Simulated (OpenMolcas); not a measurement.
## OpenMolcas run: Er2+

Er2+ among 12 point charges of -0.5 e arranged as a cuboctahedron (Oh), 2.44 Å from the ion. With inversion symmetry the input lists one of each pair of outer charges.

Input:

```
&GATEWAY
Coord
1

Er 0.0 0.0 0.0
Basis=ANO-RCC-VDZP
Group=XYZ
NoMove
AngMom=0.0 0.0 0.0
AMFI
XField
6 Angstrom 0
1.725341 1.725341 0.000000 -0.500000
1.725341 -1.725341 0.000000 -0.500000
0.000000 1.725341 1.725341 -0.500000
0.000000 1.725341 -1.725341 -0.500000
1.725341 0.000000 1.725341 -0.500000
1.725341 0.000000 -1.725341 -0.500000
&SEWARD
* reference wave functions (RASSCF and RASSI steps not shown): 12 electrons in 7 orbitals (4f)
>>> COPY JOB001 $Project.JobIph
&CASPT2
Multistate=21 1 2 3 4 5 6 7 8 9 10 11 12 13 14 15 16 17 18 19 20 21
NoMult
Frozen=14 9
IPEA=0.25
Imaginary=0.1
MaxIter=60
WThr=0.0 0.3 0.05
PrWF=0.5
NoMix
>>> COPY JOB002 $Project.JobIph
&CASPT2
Multistate=27 1 2 3 4 5 6 7 8 9 10 11 12 13 14 15 16 17 18 19 20 21 22
23 24 25 26 27
NoMult
Frozen=14 9
IPEA=0.25
Imaginary=0.1
MaxIter=60
WThr=0.0 0.3 0.05
PrWF=0.5
NoMix
```

Launched by
```bash
OMP_NUM_THREADS=1 MOLCAS_MEM=2252 MOLCAS_PROJECT=a pymolcas a.inp > a.log  # once for each step of the input, in one work folder
```

Output, cut to the results:

```
--- CASPT2 ---
Orbital specifications:
      -----------------------

      Symmetry species                           1   2
                                                ag  au
      Frozen orbitals                           14   9
      Inactive orbitals                          1   3
      Active orbitals                            0   7
      Secondary orbitals                        21  13
      Deleted orbitals                           0   0
      Number of basis functions                 36  32
Type of calculation                        SS-CASPT2
      Fock operator                              state-specific
      IPEA shift                                 0.25
      Real shift                                 0.00
      Imaginary shift                            0.10
      The input orbitals will be transformed to quasi-canonical
Reference energy:      -13076.2292450204
      E2 (Non-variational):      -0.9100410379
      Shift correction:          -0.0003468773
      E2 (Variational):          -0.9103879152
      Total energy:          -13077.1396329356
      Residual norm:              0.0000001690
      Reference weight:           0.86572
      Contributions to the CASPT2 correlation energy
      Active & Virtual Only:         -0.4747846871
      One Inactive Excited:          -0.2901833220
      Two Inactive Excited:          -0.1450730288
Reference energy:      -13076.2292450204
      E2 (Non-variational):      -0.9100477964
      Shift correction:          -0.0003468957
      E2 (Variational):          -0.9103946921
      Total energy:          -13077.1396397125
      Residual norm:              0.0000001692
      Reference weight:           0.86572
      Contributions to the CASPT2 correlation energy
      Active & Virtual Only:         -0.4747860808
      One Inactive Excited:          -0.2901886753
      Two Inactive Excited:          -0.1450730403
::    CASPT2 Root  1     Total energy: -13077.13963294
::    CASPT2 Root  2     Total energy: -13077.13963971
::    CASPT2 Root  3     Total energy: -13077.13963653
::    CASPT2 Root  4     Total energy: -13077.13925784
::    CASPT2 Root  5     Total energy: -13077.13899282
::    CASPT2 Root  6     Total energy: -13077.13917121
::    CASPT2 Root  7     Total energy: -13077.13916593
::    CASPT2 Root  8     Total energy: -13077.13918313
::    CASPT2 Root  9     Total energy: -13077.13928046
::    CASPT2 Root 10     Total energy: -13077.13927775
::    CASPT2 Root 11     Total energy: -13077.13928661
::    CASPT2 Root 12     Total energy: -13077.11280678
::    CASPT2 Root 13     Total energy: -13077.11285710
::    CASPT2 Root 14     Total energy: -13077.11275327
::    CASPT2 Root 15     Total energy: -13077.11248447
::    CASPT2 Root 16     Total energy: -13077.11260736
::    CASPT2 Root 17     Total energy: -13077.11274273
::    CASPT2 Root 18     Total energy: -13077.11261445
::    CASPT2 Root 19     Total energy: -13077.00234652
::    CASPT2 Root 20     Total energy: -13077.00235018
::    CASPT2 Root 21     Total energy: -13077.00210028
--- CASPT2 ---
Orbital specifications:
      -----------------------

      Symmetry species                           1   2
                                                ag  au
      Frozen orbitals                           14   9
      Inactive orbitals                          1   3
      Active orbitals                            0   7
      Secondary orbitals                        21  13
      Deleted orbitals                           0   0
      Number of basis functions                 36  32
Type of calculation                        SS-CASPT2
      Fock operator                              state-specific
      IPEA shift                                 0.25
      Real shift                                 0.00
      Imaginary shift                            0.10
      The input orbitals will be transformed to quasi-canonical
Reference energy:      -13076.1911406768
      E2 (Non-variational):      -0.9080375367
      Shift correction:          -0.0003494059
      E2 (Variational):          -0.9083869426
      Total energy:          -13077.0995276195
      Residual norm:              0.0000003862
      Reference weight:           0.86629
      Contributions to the CASPT2 correlation energy
      Active & Virtual Only:         -0.4738035926
      One Inactive Excited:          -0.2891720256
      Two Inactive Excited:          -0.1450619185
Reference energy:      -13076.1911406768
      E2 (Non-variational):      -0.9080208943
      Shift correction:          -0.0003461499
      E2 (Variational):          -0.9083670442
      Total energy:          -13077.0995077210
      Residual norm:              0.0000002608
      Reference weight:           0.86636
      Contributions to the CASPT2 correlation energy
      Active & Virtual Only:         -0.4738338129
      One Inactive Excited:          -0.2891197363
      Two Inactive Excited:          -0.1450673450
::    CASPT2 Root  1     Total energy: -13077.09952762
::    CASPT2 Root  2     Total energy: -13077.09950772
::    CASPT2 Root  3     Total energy: -13077.10124659
::    CASPT2 Root  4     Total energy: -13077.10119534
::    CASPT2 Root  5     Total energy: -13077.10220480
::    CASPT2 Root  6     Total energy: -13077.09896509
::    CASPT2 Root  7     Total energy: -13077.09950255
::    CASPT2 Root  8     Total energy: -13077.09949997
::    CASPT2 Root  9     Total energy: -13077.09913642
::    CASPT2 Root 10     Total energy: -13077.03377208
::    CASPT2 Root 11     Total energy: -13077.03377682
::    CASPT2 Root 12     Total energy: -13077.03373449
::    CASPT2 Root 13     Total energy: -13077.03305358
::    CASPT2 Root 14     Total energy: -13077.03319699
::    CASPT2 Root 15     Total energy: -13077.00607476
::    CASPT2 Root 16     Total energy: -13077.00381192
::    CASPT2 Root 17     Total energy: -13077.00475698
::    CASPT2 Root 18     Total energy: -13077.00487610
...
```

Spin-orbit levels above the lowest (labels of O, the rotations of Oh), with the averaged single-state CASPT2 energies on the diagonal:

```tsv
E (cm-1)	Degeneracy	Label	2S+1	J	|mJ| (%)
0	2	E	3	6.00	0 (44)
6	3	T2	3	6.00	1 (48)
49	1	A1	3	6.00	4 (87)
64	3	T1	3	6.00	4 (33)
72	1	A2	3	6.00	2 (69)
72	3	T2	3	6.00	3 (35)
5420	3	T1	3 (72 %)	4.00	1 (58)
5550	2	E	3 (73 %)	4.00	2 (50)
5580	1	A1	3 (74 %)	4.00	0 (58)
5590	3	T2	3 (73 %)	4.00	3 (58)
7070	3	T1	3	5.00	5 (35)
7100	2	E	3	5.00	2 (50)
7100	3	T2	3	5.00	2 (33)
7130	3	T1	3	5.00	3 (59)
11090	3	T1	3 (90 %)	4.00	1 (58)
11100	1	A1	3	4.00	0 (58)
11150	3	T2	3 (90 %)	4.00	3 (58)
11170	2	E	3 (90 %)	4.00	2 (50)
12940	3	T1	3	3.00	3 (42)
12940	3	T2	3	3.00	1 (42)
```

Roots that are degenerate in the reference are averaged as groups; the widest CASPT2 spread within a group is 950 cm-1 (the 3-fold group of multiplicity 1 near 30000 cm-1 above the lowest state of its run). Shifts and gaps below about the spread of the groups concerned are not significant. Point charges carry no covalency, so the field is a model and not that of real ligands. The first state left out of the spin-orbit step lies near 77000 cm-1 above the lowest spin-free state of the reference (among the parities and spins computed), and the lists stop at four fifths of that energy or lower. No measured value stands beside these numbers.
